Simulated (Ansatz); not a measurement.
Species: C₃H₆O, SMILES `OC1CC1` (H–O–C–C torsion 144°) (charge 0, multiplicity 1), formula C₃H₆O.

Problem. How many basis functions does frozen-core CCSD(T)/def2-TZVPP // TPSSh-D3(BJ)/def2-TZVP (Ansatz, a first-principles code) use, how many core orbitals are frozen, and how many electrons are correlated?

Solution. 208 basis functions and 4 frozen orbitals, which leaves 24 correlated electrons. Core time is of the order of minutes.
